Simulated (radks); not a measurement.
Question: Neutral neodymium: order these configurations by energy. Method: Dirac Kohn-Sham, BLYP, spin-unpolarised, spherical densities, finite nucleus; Fermi nuclear charge, rms radius of each element as measured or else 0.836 A^(1/3) + 0.57 fm; computed with a radial shooting solver on a logarithmic mesh with Libxc functionals. Sub-shells are occupied by j as written (lower j first in brackets). [Xe] 4f(5/2: 3, 7/2: 0) 5d(3/2: 1, 5/2: 0) 6s2; [Xe] 4f(5/2: 3, 7/2: 0) 6s2 6p(1/2: 1, 3/2: 0); [Xe] 4f(5/2: 4, 7/2: 0) 5d(3/2: 1, 5/2: 0) 6s1; [Xe] 4f(5/2: 4, 7/2: 0) 6s1 6p(1/2: 1, 3/2: 0); [Xe] 4f(5/2: 4, 7/2: 0) 6s2.

Answer: From the lowest, in eV above it: [Xe] 4f(5/2: 4, 7/2: 0) 6s2 0.000; [Xe] 4f(5/2: 4, 7/2: 0) 5d(3/2: 1, 5/2: 0) 6s1 1.657; [Xe] 4f(5/2: 3, 7/2: 0) 5d(3/2: 1, 5/2: 0) 6s2 1.725; [Xe] 4f(5/2: 4, 7/2: 0) 6s1 6p(1/2: 1, 3/2: 0) 2.238; [Xe] 4f(5/2: 3, 7/2: 0) 6s2 6p(1/2: 1, 3/2: 0) 3.866.
